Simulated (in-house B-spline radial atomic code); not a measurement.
A fraction x of an electron is removed from 3d in the iron ion Fe²⁺, starting from [Ar] 3d6 and keeping the highest spin. Method: scalar-relativistic (X2C) BLYP, spin-polarised, spherical fractional occupations, Fermi nucleus of rms radius 3.7377 fm. Calculated with an all-electron radial atomic-structure program (B-spline basis).

| x | E(x) - E(0) (eV) | 3d down level (eV) |
| --- | --- | --- |
| 0 | 0.0000 | -23.350 |
| 0.1 | 2.4103 | -24.862 |
| 0.18 | 4.4484 | -26.093 |
| 0.29 | 7.4131 | -27.816 |
| 0.44 | 11.7652 | -30.222 |
| 0.5 | 13.6078 | -31.201 |
| 0.62 | 17.4709 | -33.190 |
| 0.71 | 20.5260 | -34.706 |
| 0.76 | 22.2826 | -35.558 |
| 0.98 | 30.5236 | -39.381 |
| 1 | 31.3147 | - |

The exact functional would give a straight line between the two integer points. Deviations E(x) - E(0) - x[E(1) - E(0)], in eV: -0.721 at x = 0.1, -1.188 at x = 0.18, -1.668 at x = 0.29, -2.013 at x = 0.44, -2.05 at x = 0.5, -1.944 at x = 0.62, -1.707 at x = 0.71, -1.517 at x = 0.76, -0.165 at x = 0.98.

The curve lies below the straight line by up to 2.05 eV (at x = 0.5): convex, the delocalisation error that favours fractional charges.

Q: How well does Slater's transition state (minus the level at half occupation) give the ionisation energy?

A: It gives 31.201 eV against 31.315 eV from the two total energies; NIST lists 30.65 eV, ground level to ground level.
